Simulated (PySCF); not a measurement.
**LiIn⁺: script and output**

Input:

```python
from pyscf import gto, scf, mp

mol = gto.M(
    atom='Li 0 0 0; In 0 0 2.775',
    basis='def2-svpd',
    ecp={'In': 'def2-svpd'},
    charge=1,
    spin=1,
    verbose=4,
)
mf = scf.UHF(mol)
mf.kernel()
mp.MP2(mf).kernel()
mf.dip_moment()
print('orbital energies (hartree):', [e[max(0, n-3):n+3].round(4) for e, n in zip(mf.mo_energy, mol.nelec)])
```

```bash
$ OMP_NUM_THREADS=1 python input.py
```

Output (some set-up lines and the per-cycle HOMO/LUMO lines with their warnings removed):

```
PySCF version 2.14.0

[INPUT] Symbol           X                Y                Z      unit          X                Y                Z       unit  Magmom
[INPUT]  1 Li     0.000000000000   0.000000000000   0.000000000000 AA    0.000000000000   0.000000000000   0.000000000000 Bohr   0.0
[INPUT]  2 In     0.000000000000   0.000000000000   2.775000000000 AA    0.000000000000   0.000000000000   5.243989995668 Bohr   0.0

nuclear repulsion = 12.0137528965622
number of shells = 18
number of NR pGTOs = 86
number of NR cGTOs = 44
basis = def2-svpd
ecp = {'In': 'def2-svpd'}

******** <class 'pyscf.scf.uhf.UHF'> ********
method = UHF
initial guess = minao
damping factor = 0
level_shift factor = 0
DIIS = <class 'pyscf.scf.diis.CDIIS'>
SCF conv_tol = 1e-09
SCF max_cycles = 50
number electrons alpha = 12  beta = 11
init E= -175.122574217809

cycle= 1 E= -196.212554942625  delta_E= -21.1  |g|= 0.778  |ddm|= 8.46
cycle= 2 E= -196.463360027365  delta_E= -0.251  |g|= 0.251  |ddm|=  2.3
cycle= 3 E= -196.477829360799  delta_E= -0.0145  |g|= 0.0175  |ddm|= 0.265
cycle= 4 E= -196.47844304975  delta_E= -0.000614  |g|= 0.00772  |ddm|= 0.0736
cycle= 5 E= -196.478608333925  delta_E= -0.000165  |g|= 0.00222  |ddm|= 0.0435
cycle= 6 E= -196.478624468187  delta_E= -1.61e-05  |g|= 0.000859  |ddm|= 0.0103
cycle= 7 E= -196.478627726479  delta_E= -3.26e-06  |g|= 0.000264  |ddm|= 0.00563
cycle= 8 E= -196.478628089841  delta_E= -3.63e-07  |g|= 5.15e-05  |ddm|= 0.00277
cycle= 9 E= -196.478628103551  delta_E= -1.37e-08  |g|= 1.71e-05  |ddm|= 0.000454
cycle= 10 E= -196.478628105342  delta_E= -1.79e-09  |g|= 5.06e-06  |ddm|= 0.000149
cycle= 11 E= -196.478628105483  delta_E= -1.42e-10  |g|= 9.72e-07  |ddm|= 5.45e-05
Extra cycle  E= -196.478628105487  delta_E= -3.24e-12  |g|= 4.9e-07  |ddm|= 6.28e-06
converged SCF energy = -196.478628105487  <S^2> = 0.76678718  2S+1 = 2.0167173

******** <class 'pyscf.mp.ump2.UMP2'> ********
nocc = (np.int64(12), np.int64(11)), nmo = (44, 44)
E(UMP2) = -196.547736414533  E_corr = -0.0691083090464835
E(SCS-UMP2) = -196.54748165728  E_corr = -0.0688535517937049
E_corr(same-spin) = -0.0162420219947022
E_corr(oppo-spin) = -0.0528662870517813

WARN: System has nonzero charge 1; the dipole moment is origin-dependent.
Location of origin: [0. 0. 0.]

Dipole moment(X, Y, Z, Debye): -0.00000, -0.00000,  4.28885
orbital energies (hartree): [array([-1.1937, -0.6172, -0.4132, -0.1542, -0.1542, -0.1333]), array([-1.1911, -1.1882, -0.5595, -0.1491, -0.142 , -0.142 ])]
```

In short: E(SCF) = -196.478628 Eh, 11 cycles, E(MP2) − E(SCF) = -0.06911 Eh, ⟨S²⟩ = 0.767.

Run time: 0.85 s on 1 thread of Arm Neoverse V2 (shared host).

The bond length is a typed value, not an optimised one. The dipole of an ion depends on the origin. No search for the lowest solution was made.
